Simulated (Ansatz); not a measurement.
Results of the Gaussian-basis code of Ansatz.

Basis-set series for AlBH7NSi, SMILES `NB[SiH2][AlH2]`. The species carries charge 0 and has multiplicity 1. The structure was optimised at the PBE0-D4/def2-TZVP level. It is one conformer, not always the lowest.

```xyz
11

N    -2.155   -0.485    0.211
B    -0.854   -0.866    0.504
Si    0.675   -0.439   -0.738
Al    1.937    1.439    0.202
H    -2.422   -0.026   -0.644
H    -2.931   -0.659    0.830
H    -0.661   -1.417    1.552
H     1.572   -1.623   -0.891
H     0.175   -0.073   -2.102
H     3.138    1.211    1.220
H     1.528    2.939   -0.144
```

| functional | basis | functions | energy (Eh) | HOMO (eV) | LUMO (eV) |
| --- | --- | --- | --- | --- | --- |
| PBE0-D4 | def2-SVP | 99 | -615.17812 | -7.00 | -1.86 |
| PBE0-D4 | def2-TZVPP | 244 | -615.45674 | -7.02 | -1.91 |
| ωB97M-V | def2-SVP | 99 | -615.41471 | -8.92 | -0.16 |
| ωB97M-V | def2-TZVPP | 244 | -615.69924 | -8.98 | -0.27 |

**Question.** Give the rows for def2-QZVPP. (An estimate is asked.)

**Answer.** The calculation gave: 
```
functional       basis  functions  energy (Eh)  HOMO (eV)  LUMO (eV)
   PBE0-D4  def2-QZVPP        464   -615.47867      -7.03      -1.93
   ωB97M-V  def2-QZVPP        464   -615.72042      -8.99      -0.37
```
